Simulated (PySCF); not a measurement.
**Bonding in `C#C[SiH2]/C(=C/SC)CO`**

C₆H₁₀OSSi.
Atom-mapped SMILES: `[CH:1]#[C:2][SiH2:3]/[C:4](=[CH:5]/[S:6][CH3:7])[CH2:8][OH:9]` (hydrogens: H10 on C1; H11, H12 on Si3; H13 on C5; H14, H15, H16 on C7; H17, H18 on C8; H19 on O9)

Geometry (GFN2-xTB, Å), atoms numbered from 1 in this order:
```xyz
19
C6H10OSSi angstrom
C     -2.707    1.617   -1.861
C     -2.381    0.600   -1.308
Si    -1.908   -0.976   -0.455
C     -0.184   -0.679    0.254
C      0.566    0.380   -0.031
S      2.166    0.677    0.638
C      2.628    2.147   -0.328
C      0.270   -1.755    1.192
O     -0.405   -2.970    0.943
H     -2.989    2.509   -2.343
H     -2.870   -1.251    0.611
H     -1.885   -2.039   -1.473
H      0.223    1.157   -0.695
H      2.692    1.889   -1.381
H      1.893    2.931   -0.167
H      3.599    2.467    0.037
H      0.008   -1.481    2.219
H      1.362   -1.884    1.149
H     -0.089   -3.330    0.109
```

Bond orders from the PBE0/pcSseg-1 density (PySCF). One conformer (not necessarily the lowest) at the GFN2-xTB geometry, without solvent, vibrations or thermal averaging.

**Question.** How far do the computed orders between heavy atoms stray from the drawn ones?

**Answer.** The largest departure is 0.442, at C1–C2 (drawn triple, 2.558). Drawn single, order below 0.88: Si3–C4 (0.851). Drawn double or triple, more than 0.30 short of the drawn order: C1–C2 (2.558).

**Question.** Set the Mayer orders of the bonds between heavy atoms beside their lengths.

**Answer.** 
| bond | drawn as | length (Å) | Mayer order |
| --- | --- | --- | --- |
| C1–C2 | triple | 1.202 | 2.558 |
| C2–Si3 | single | 1.854 | 0.908 |
| Si3–C4 | single | 1.887 | 0.851 |
| C4–C5 | double | 1.329 | 1.830 |
| C5–S6 | single | 1.759 | 1.052 |
| S6–C7 | single | 1.818 | 0.995 |
| C4–C8 | single | 1.498 | 1.016 |
| C8–O9 | single | 1.412 | 0.911 |

Bonds between the same two heavy elements. C–C: lowest C4–C8 (1.016, 1.498 Å), highest C1–C2 (2.558, 1.202 Å). C–Si: lowest Si3–C4 (0.851, 1.887 Å), highest C2–Si3 (0.908, 1.854 Å). C–S: lowest S6–C7 (0.995, 1.818 Å), highest C5–S6 (1.052, 1.759 Å).

**Question.** And the bonds to hydrogen?

**Answer.** C–H: 0.91 to 1.09 (7 bonds); H–Si: 0.93 (2 bonds); H–O: 0.94 (1 bond).

**Question.** Sum the orders of all bonds at each heavy atom with more than one neighbour and set the sums beside the valence in the SMILES.

**Answer.** C1 3.644 (drawn 4), C2 3.466 (drawn 4), Si3 3.618 (drawn 4), C4 3.697 (drawn 4), C5 3.796 (drawn 4), S6 2.047 (drawn 2), C7 3.850 (drawn 4), C8 3.799 (drawn 4), O9 1.856 (drawn 2). Orders between atoms that aren't bonded are not in these sums.

Mayer orders depend on the basis set.
